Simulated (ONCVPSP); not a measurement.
## hafnium, ONCV: configuration errors across variants

| Quantity | Value |
| --- | --- |
| Element | Hf |
| Generator | ONCVPSP 4.0.1 |
| Type | optimised norm-conserving Vanderbilt (ONCV) |
| Functional | PBEsol |
| Relativity | fully relativistic |
| Frozen core | [Kr] 4d10 |
| Valence charge | 26 |
| Reference configuration | 4f14 5s2 5p6 5d2 6s1 6p1 |
| Partial waves | 5s+6s: rc 2.00 bohr, ncon 5, nbas 9, qcut 5.5 1/bohr, 3 projectors, debl 3 Ha; 5p+6p: rc 2.45 bohr, ncon 3, nbas 7, qcut 5.4 1/bohr, 3 projectors, debl 1.8 Ha; 5d: rc 3.20 bohr, ncon 5, nbas 10, qcut 4.7 1/bohr, 2 projectors, debl 3.7 Ha; 4f: rc 1.15 bohr, ncon 3, nbas 8, qcut 12.8 1/bohr, 2 projectors, debl 0.8 Ha |
| Local potential | polynomial inside 1.05 bohr (lpopt 1, dvloc0 0 Ha) |
| Core correction | Teter function, fcfact 4.25, rcfact 1.55 |

Open shells are filled in proportion to 2j + 1.

All-electron excitation energies from the reference (eV): (1) 4f14 5s2 5p6 5d2 6s2 6p0 -3.835; (2) 4f14 5s2 5p6 5d2 6s1 6p0 4.177; (3) 4f14 5s2 5p6 5d2 6s0 6p0 18.341; (4) 4f14 5s2 5p6 5d3 6s1 6p0 -1.245.

Errors AE − PS in meV (a dash: test not solved or not reliable):

| change | (1) | (2) | (3) | (4) | bound ghosts | GHOST(+) flags above zero |
| --- | --- | --- | --- | --- | --- | --- |
| base | -1.0 | +0.4 | -3.8 | +7.2 | none | s |
| s: rc 1.36 | -0.5 | +0.4 | -2.1 | +7.5 | none | s |
| s: rc 1.72 | -0.7 | +0.4 | -3.1 | +7.3 | none | s |
| s: rc 1.9 | -0.9 | +0.4 | -3.6 | +7.3 | none | s |
| s: rc 2.1 | -1.0 | +0.5 | -4.1 | +7.2 | none | s |
| s: rc 2.22 | -1.1 | +0.5 | -4.3 | +7.2 | none | s |
| s: rc 2.36 | -1.3 | +0.4 | -4.5 | +7.2 | none | s |
| s: rc 2.52 | -1.4 | +0.5 | -4.8 | +7.2 | none | s |
| s: rc 2.72 | -1.5 | +0.5 | -5.0 | +7.2 | none | s |
| s: rc 2.92 | -1.7 | +0.5 | -5.2 | +7.3 | none | s |

(1) Give the same row for: s: rc 1.56.

Results:

(1) -0.6, +0.4, -2.6, +7.4; bound ghosts: none; GHOST(+) flags above zero: s.
